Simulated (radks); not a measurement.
The numbers below are computed, except where a source is named.
Q: The table gives one normalised radial function P(r) = r R(r) of Ta4+ in [Xe] 4f14 5d1 (r in bohr). Code: a radial shooting solver on a logarithmic mesh with Libxc functionals. Model: scalar-relativistic Kohn-Sham, PW91, spin-polarised, spherical densities, finite nucleus; open shells are filled with parallel spins first (spin-orbit coupling, left out, can overturn this in heavy ions); Fermi nuclear charge, rms radius 5.3507 fm.

r,P
0.001941,0.0000
0.002609,0.0001
0.003508,0.0001
0.004717,0.0003
0.006342,0.0007
0.008526,0.0016
0.01156,0.0036
0.01554,0.0077
0.02089,0.0160
0.02808,0.0319
0.03776,0.0604
0.05076,0.1060
0.06825,0.1680
0.09176,0.2297
0.1234,0.2497
0.1672,0.1674
0.2248,-0.0357
0.3022,-0.2782
0.4063,-0.3810
0.5463,-0.2080
0.7345,0.1880
0.9875,0.6023
1.328,0.8276
1.785,0.7767
2.419,0.5201
3.252,0.2375
4.373,0.0627
5.879,0.0086
7.904,0.0005

Which n and l does it have? It may be an empty orbital.

A: n = 5, l = 2: the number of nodes gives n - l - 1 = 2, the rise at small r (about r^(l+1), flatter next to the nucleus through relativity) gives l, and the extent must fit the shell. The curve is that of 5d down; the table hardly tells the two spins apart. 5d down (empty): eigenvalue -40.774 eV, 2 radial nodes at r = 0.215, 0.646 bohr, <r> = 1.74 bohr, 90 % of the charge inside 2.60 bohr.
